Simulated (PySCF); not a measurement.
**Potential energy of BeTl along the bond**

Set-up: Be def2-SVP, Tl def2-SVP with ECP60; scalar-relativistic core potentials (PySCF 2.14). Energies in eV from Be + Tl in their ground configurations at the same level. State: ²Π (doublet), unpaired electrons π ↑.

```
R (Å)  UHF-CCSD
2.360    0.1738
2.465    0.0434
2.543   -0.0180
2.622   -0.0573
2.701   -0.0806
2.805   -0.0949
2.937   -0.0968
3.094   -0.0888
```

Put a parabola through the three lowest points of the UHF-CCSD curve and estimate Re, k and ωe (reduced mass 8.633 u; 1 eV/Å² = 0.16022 mdyn/Å; ωe = 1302.8·√(k/μ) cm⁻¹).

Through R = 2.805, 2.937, 3.094 Å the second-order coefficient is 0.226 eV/Å², so Re ≈ 2.903 Å, k ≈ 0.0725 mdyn/Å and ωe ≈ 119 cm⁻¹. A polynomial fit of higher order to the unrounded UHF-CCSD energies gives Re = 2.888 Å, k = 0.103 mdyn/Å, ωe = 143 cm⁻¹; anharmonicity and rounding make the difference.

The higher-order fit for each curve: UHF-CCSD: Re = 2.888 Å, ωe = 143 cm⁻¹, De = 0.097 eV.

Correlated steps freeze 4 core orbitals. The bond is weak. Basis-set superposition, not corrected here, can be much of De in a small basis, most of all at correlated wavefunction levels. Spin–orbit coupling is left out, which matters for elements this heavy, above all for dissociation energies. The state was picked by a PBE0 search and need not be the measured ground state.
